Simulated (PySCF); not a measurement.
Job file and geometry (Å, from GFN2-xTB) of an NMR shielding run on SMILES CS[SiH2]C1=CC[Si@@H]1F, C4H9FSSi2, GIAO PBE0/pcSseg-1 NMR shielding, non-relativistic, gas phase (PySCF); density fitting, a coarse starting grid and PySCF grid level 2 are the driver's defaults:

```
$ OMP_NUM_THREADS=1 python probes_run.py task.json out

{"job": {"kind": "nmr", "xc": "PBE0", "basis": "pcSseg-1"}, "charge": 0, "multiplicity": 1}
C      2.697572     0.590349     0.813703
S      2.274433    -1.012383     1.567427
Si     0.841064    -1.722122     0.131538
C     -0.606748    -0.531982     0.082392
C     -1.580670    -0.441681    -0.840880
C     -2.502351     0.657517    -0.386895
Si    -1.360443     0.857752     1.145338
F     -0.542792     2.254741     1.150464
H      1.813529     1.217759     0.765394
H      3.445653     1.050360     1.450205
H      3.105739     0.427362    -0.179207
H      0.473417    -3.033337     0.646440
H      1.512563    -1.791924    -1.167641
H     -1.703288    -1.023211    -1.741775
H     -2.545364     1.493187    -1.085221
H     -3.525001     0.321348    -0.223364
H     -1.804312     0.698294     2.511634
```

**Question.** Write the output of this run.

**Answer.** 
```
coarse grid: 15888 points
cycle   1  E = -1234.0340227927  dE =  7.785e-01  |g| = 6.476e-01  |ddm| = 3.855e+00
cycle   2  E = -1233.9766106293  dE =  5.741e-02  |g| = 8.945e-01  |ddm| = 1.264e+00
cycle   3  E = -1234.1191931132  dE = -1.426e-01  |g| = 8.367e-02  |ddm| = 7.437e-01
cycle   4  E = -1234.1203524051  dE = -1.159e-03  |g| = 3.599e-02  |ddm| = 1.133e-01
cycle   5  E = -1234.1206310493  dE = -2.786e-04  |g| = 1.014e-02  |ddm| = 4.107e-02
cycle   6  E = -1234.1206556494  dE = -2.460e-05  |g| = 4.246e-03  |ddm| = 1.359e-02
cycle   7  E = -1234.1206596422  dE = -3.993e-06  |g| = 1.131e-03  |ddm| = 4.158e-03
final grid: 140384 points
cycle   8  E = -1234.1745739119  dE = -2.923e-05  |g| = 9.081e-03  |ddm| = 2.912e-02
cycle   9  E = -1234.1745568529  dE =  1.706e-05  |g| = 1.201e-02  |ddm| = 2.055e-02
cycle  10  E = -1234.1745949536  dE = -3.810e-05  |g| = 9.640e-04  |ddm| = 1.284e-02
cycle  11  E = -1234.1745951211  dE = -1.674e-07  |g| = 3.681e-04  |ddm| = 1.050e-03
cycle  12  E = -1234.1745951515  dE = -3.046e-08  |g| = 9.452e-05  |ddm| = 4.011e-04
cycle  13  E = -1234.1745951537  dE = -2.165e-09  |g| = 3.782e-05  |ddm| = 1.215e-04
cycle  14  E = -1234.1745951540  dE = -2.692e-10  |g| = 8.098e-06  |ddm| = 3.498e-05
converged SCF energy = -1234.1745951540

GIAO shielding tensors (ppm)
atom      isotropic    diamagn.    paramagn.     s11        s22        s33       span
  0 C      172.806     252.641     -79.835    162.382    166.309    189.726     27.344
  1 S      698.775    1057.920    -359.145    626.611    650.264    819.450    192.839
  2 Si     390.060     880.467    -490.406    331.575    395.788    442.818    111.243
  3 C       24.071     263.360    -239.289    -65.933     18.197    119.948    185.881
  4 C        6.168     258.239    -252.071   -132.523     -2.372    153.397    285.920
  5 C      151.528     258.845    -107.317    130.202    149.062    175.319     45.117
  6 Si     339.962     877.996    -538.034    312.939    333.861    373.084     60.145
  7 F      354.867     469.439    -114.572    335.173    355.392    374.035     38.862
  8 H       29.330      33.216      -3.886     22.225     28.719     37.047     14.822
  9 H       29.619      29.071       0.549     24.039     26.641     38.178     14.139
 10 H       29.860      31.072      -1.213     24.812     27.259     37.508     12.695
 11 H       26.902      28.709      -1.807     22.931     25.272     32.503      9.572
 12 H       26.742      29.809      -3.067     22.347     25.810     32.068      9.721
 13 H       23.514      33.216      -9.702     20.214     23.541     26.787      6.573
 14 H       29.265      30.831      -1.567     26.328     27.093     34.373      8.045
 15 H       29.430      29.352       0.078     26.391     27.104     34.794      8.403
 16 H       25.925      28.100      -2.175     23.122     23.815     30.840      7.718
```

**Question.** Turn these shieldings into chemical shifts. δ = σ(ref) − σ, references computed at the same level: TMS for ¹³C (186.93 ppm), ²⁹Si (349.16 ppm), ¹H (31.72 ppm); ³³S (503.73 ppm) vs CS2; ¹⁹F (170.95 ppm) vs CFCl3.

**Answer.** Averaging equivalent atoms: C 4: 180.8; C 3: 162.9; C 5: 35.4; C 0: 14.1; S 1: -195; Si 6: 9.2; Si 2: -40.9; F 7: -183.9; H 13: 8.20; H 16: 5.79; H 12: 4.98; H 11: 4.82; H 14: 2.45; H 15: 2.29; H 8/9/10: 2.11 ppm. Unscaled 19F shifts against computed CFCl3 carry errors that often reach 10 to 50 ppm.

Size and cost of the density-fitted run: 202 basis functions, 66 s wall time on 1 thread of an Arm Neoverse N1, shared host; peak memory 0.84 GiB.
